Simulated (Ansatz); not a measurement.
Input for Ansatz (an electronic-structure program): R-PBE/def2-TZVPP on H4OSn (SMILES [OH][SnH3]), atoms moved off the minimum. Elements past Kr take the def2 small-core potentials; no spin–orbit coupling.

Ansatz 0.2 input:
```yaml
crystal:
  periodic: [false, false, false]
  atoms:
    - {symbol: Sn, position_ang: [-0.09342601, -0.00129261, -0.08747812]}
    - {symbol: O, position_ang: [1.52199659, -0.29204114, 0.44048956]}
    - {symbol: H, position_ang: [-0.39997965, 1.55492191, -0.98509672]}
    - {symbol: H, position_ang: [-1.37311914, -0.26872282, 1.35987668]}
    - {symbol: H, position_ang: [-0.52833794, -1.16526242, -1.06060538]}
    - {symbol: H, position_ang: [2.43900901, -0.16465219, -0.14082090]}
basis:
  gaussian:
    orbitals: def2-TZVPP
hamiltonian:
  xc: {name: PBE}
scf: {lower_state_search: off}
output: {forces: true}
```

Output:

```
WARN ansatz: RAYON_NUM_THREADS=1 ignored (pool sized by the plan → 1); use --threads N
Functional definition: PBE
these checks for a lower state are left out or cut short: stability, starts, cluster_reference, orbital_swaps, neighbouring_geometries, increment
integrals: 0.04 GiB planned
775 factors; their error is unknown
mean field: 0.36 GiB planned
mean field evaluation 1: about -7932.5520 eV, gradient 6.7e1 eV
mean field evaluation 2: about -7870.2610 eV, gradient 1.7e2 eV
mean field evaluation 4: about -7939.7189 eV, gradient 9.9e0 eV
mean field evaluation 8: about -7939.9331 eV, gradient 1.7e-1 eV
mean field evaluation 16: about -7939.9268 eV, gradient 6.1e-3 eV
mean field -7939.92678743 eV, -291.7869275622 hartree, gradient 3.3e-6 eV, S^2 0.000000; 0 other end points of the search recorded, 0 dependent functions left out
the calculation of the forces begins
reference -7939.92683469 eV, -291.7869292990 hartree; 17, 17 occupied and 120, 120 virtual orbitals, 775 factors
Total energy: -7939.92683469 eV, -291.7869292990 hartree
Atom 0 at    -0.093426    -0.001293    -0.087478 Å, force    -9.927320     3.570610    -0.970053 eV/Å
Atom 1 at     1.521997    -0.292041     0.440490 Å, force    12.638923    -0.989969     1.045410 eV/Å
Atom 2 at    -0.399980     1.554922    -0.985097 Å, force     0.280952    -0.632785     0.627813 eV/Å
Atom 3 at    -1.373119    -0.268723     1.359877 Å, force     1.411130     0.473059    -1.127191 eV/Å
Atom 4 at    -0.528338    -1.165262    -1.060605 Å, force    -0.693923    -2.001870    -1.794107 eV/Å
Atom 5 at     2.439009    -0.164652    -0.140821 Å, force    -3.709762    -0.419045     2.218128 eV/Å
Dipole moment:     0.331178     0.049935    -0.234116 e Å
Checks for a lower state left out: stability, starts, cluster_reference, orbital_swaps, neighbouring_geometries, increment
```

Self-consistency was reached.

Cost: very roughly 1.5 core-seconds.
